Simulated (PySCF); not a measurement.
## ³¹P chemical shifts

PySCF 2.14 calculation with NMR shieldings at PBE0/pcSseg-1/GIAO and GFN2-xTB structure; relativity neglected, gas phase, fast rotation and ring inversion assumed for equivalent nuclei, single conformer.

Shieldings were converted by a linear fit to measured shifts: ³¹P: δ = 270.09 − 0.828σ (rms 18.1 ppm, 64 shifts vs H3PO4, solution or neat liquid). Occasional misses reach two or three times the rms, and more in compound classes unlike the fitted ones.

Problem. Give the ³¹P shifts of `C[P@H](=O)CCP`, `O=P(O)(O)c1ccncc1`.

Solution. 
```
                                   compound                         environment  δ (ppm)
[CH3:1][P@H:2](=[O:3])[CH2:4][CH2:5][PH2:6]  P2: phosphorus bonded to 2 C, O, H    -10.2
[CH3:1][P@H:2](=[O:3])[CH2:4][CH2:5][PH2:6]     P6: phosphorus bonded to C, 2 H   -150.0
                          O=P(O)(O)c1ccncc1         phosphorus bonded to C, 3 O     12.6
```

Problem. Order these by ³¹P shift, lowest first.
A. C#CCC#P
B. C=[P@]1(C)C=C1c1ccccc1
C. C=Cc1ccpc(C=C)c1C
D. O=P(O)(O)c1cccnc1

Solution. B (-77.4 ppm, phosphorus bonded to 4 C, in a 3-membered ring), A (-7.3 ppm, phosphorus bonded to C), D (20.6 ppm, phosphorus bonded to C, 3 O), C (190.8 ppm, phosphorus bonded to 2 C, in a 6-membered ring).
